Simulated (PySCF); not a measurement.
From one molecule to another.

First species: C6H9N3O.
SMILES: `CC(=O)c1nn(C)nc1C`

Second species: allyl methyl sulfone, C4H8O2S.
Bonds: C1–C2 (double), C2–C3, C3–S4, S4–C5, S4–O6 (double), S4–O7 (double). Hydrogens: H8, H9 on C1; H10 on C2; H11, H12 on C3; H13, H14, H15 on C5.

Levels: PBE0/def2-SVPD for dipole moment, HOMO energy, LUMO energy, HOMO–LUMO gap, static isotropic polarisability and electronic spatial extent ⟨r²⟩ about the centre of nuclear charge; TDDFT PBE0/def2-SVPD for lowest singlet excitation; PBE0-D3(BJ)/def2-SVP for rotational constant A and rotational constant C. Geometries: PBE0-D3(BJ)/def2-SVP. All species are isolated and taken at one optimised geometry, non-relativistic unless stated; the electronic structure was computed with PySCF and density fitting.

Dipoles, sizes and rotational constants follow the conformer. The torsions of the flexible species, by atom-mapped SMILES:
- `[CH3:1][C:2](=[O:3])[c:4]1[n:5][n:6]([CH3:7])[n:8][c:9]1[CH3:10]`: C1–C2–C4–N5 1°
- `[CH2:1]=[CH:2][CH2:3][S:4]([CH3:5])(=[O:6])=[O:7]`: C1–C2–C3–S4 -118°, C2–C3–S4–C5 66°

| property | column X | column Y |
| --- | --- | --- |
| dipole moment | 4.79 D | 3.39 D |
| HOMO energy | -7.94 eV | -7.44 eV |
| LUMO energy | -0.74 eV | -1.39 eV |
| HOMO–LUMO gap | 7.20 eV | 6.05 eV |
| lowest singlet excitation | 6.43 eV | 4.02 eV |
| static isotropic polarisability | 77.2 au | 96.8 au |
| electronic spatial extent ⟨r²⟩ about the centre of nuclear charge | 940 bohr² | 1534 bohr² |
| rotational constant A | 3.938 GHz | 2.169 GHz |
| rotational constant C | 1.453 GHz | 0.744 GHz |

Problem. Which column belongs to which species?

Solution. Column X is the second species and column Y the first. The first has 19 atoms and 74 electrons, the second 15 and 64.

Problem. How does each property change from the first species to the second?

Solution. dipole moment +1.40 D; HOMO energy -0.50 eV; LUMO energy +0.65 eV; HOMO–LUMO gap +1.15 eV; lowest singlet excitation +2.41 eV; static isotropic polarisability -19.6 au; electronic spatial extent ⟨r²⟩ about the centre of nuclear charge -594 bohr²; rotational constant A +1.769 GHz; rotational constant C +0.709 GHz.

On the first: The polarisability is 14.34 Å³ as a volume (1 au = 0.148185 Å³), or 1.31 au for each of the 74 electrons. The principal polarisabilities are 63.3, 102.7 and 124.4 au; their mean is the isotropic value.

On the second: The polarisability is 11.44 Å³ as a volume (1 au = 0.148185 Å³), or 1.21 au for each of the 64 electrons.
